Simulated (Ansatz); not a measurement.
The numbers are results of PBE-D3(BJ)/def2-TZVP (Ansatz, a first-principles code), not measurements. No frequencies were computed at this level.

Ansatz 0.2 input:
```yaml
crystal:
  periodic: [false, false, false]
  atoms:
    - { symbol: Ga, position_ang: [0.000158, -0.000444, 0.000527] }
    - { symbol: H, position_ang: [-1.32612, -0.834061, 0.010111] }
    - { symbol: H, position_ang: [1.386163, -0.73058, -0.02135] }
    - { symbol: H, position_ang: [-0.060201, 1.565085, 0.010713] }
basis:
  gaussian: { orbitals: def2-tzvp }
hamiltonian:
  xc: pbe
  dispersion: d3bj
relax:
  max_steps: 150
```

Output:

```
Functional definition: PBE
500 factors; their error is unknown
mean field evaluation 1: about -52416.1956 eV, gradient 3.5e1 eV
mean field evaluation 2: about -52415.6144 eV, gradient 5.2e1 eV
mean field evaluation 4: about -52417.7417 eV, gradient 2.4e-1 eV
mean field evaluation 8: about -52417.7286 eV, gradient 2.0e-2 eV
mean field -52417.72858581 eV, -1926.3159955161 hartree, gradient 3.2e-5 eV, S^2 0.000000; 0 other end points of the search recorded, 0 dependent functions left out
reference -52417.72862169 eV, -1926.3159968347 hartree; 17, 17 occupied and 49, 49 virtual orbitals, 500 factors
relax step   1: F+E_penalty+E_count = -52417.75806807 eV  Δ(F+E_penalty+E_count) = +0.000e0 eV  max|allowed force component| = 1.444e-1 eV/Å  Δτ_max = 0.0000 Å  (20 SCF iters, accepted)
these checks for a lower state are left out or cut short: starts, cluster_reference, orbital_swaps, neighbouring_geometries, increment
500 factors; their error is unknown
mean field evaluation 16: about -52417.7308 eV, gradient 5.7e-6 eV
mean field -52417.73079136 eV, -1926.3160765683 hartree, gradient 3.2e-5 eV, S^2 0.000000; 0 other end points of the search recorded, 0 dependent functions left out
reference -52417.73082720 eV, -1926.3160778856 hartree; 17, 17 occupied and 49, 49 virtual orbitals, 500 factors
relax step   2: F+E_penalty+E_count = -52417.76023483 eV  Δ(F+E_penalty+E_count) = -2.167e-3 eV  max|allowed force component| = 2.756e-2 eV/Å  Δτ_max = 0.0088 Å  (22 SCF iters, accepted)
these checks for a lower state are left out or cut short: starts, cluster_reference, orbital_swaps, neighbouring_geometries, increment
500 factors; their error is unknown
mean field -52417.73089076 eV, -1926.3160802212 hartree, gradient 6.5e-5 eV, S^2 0.000000; 0 other end points of the search recorded, 0 dependent functions left out
reference -52417.73092659 eV, -1926.3160815382 hartree; 17, 17 occupied and 49, 49 virtual orbitals, 500 factors
relax step   3: F+E_penalty+E_count = -52417.76032469 eV  Δ(F+E_penalty+E_count) = -8.986e-5 eV  max|allowed force component| = 1.682e-4 eV/Å  Δτ_max = 0.0022 Å  (17 SCF iters, accepted)
500 factors; their error is unknown
mean field evaluation 32: about -52417.7309 eV, gradient 1.8e-3 eV
mean field -52417.73089076 eV, -1926.3160802212 hartree, gradient 6.5e-5 eV, S^2 0.000000; 1 other end points of the search recorded, 0 dependent functions left out
reference -52417.73092659 eV, -1926.3160815382 hartree; 17, 17 occupied and 49, 49 virtual orbitals, 500 factors
Total energy: -52417.76036053 eV, -1926.3171632154 hartree
Atom 0 at     0.000005     0.000005    -0.000005 Å, force     0.000044     0.000016     0.000034 eV/Å
Atom 1 at    -1.334590    -0.840284     0.010350 Å, force     0.000111     0.000082    -0.000012 eV/Å
Atom 2 at     1.394881    -0.735667    -0.021308 Å, force    -0.000145     0.000070    -0.000009 eV/Å
Atom 3 at    -0.060295     1.575946     0.010963 Å, force    -0.000010    -0.000168    -0.000012 eV/Å
Dipole moment:     0.000005     0.000005    -0.000004 e Å
```

Cost: about 5 core-seconds (a rough figure).
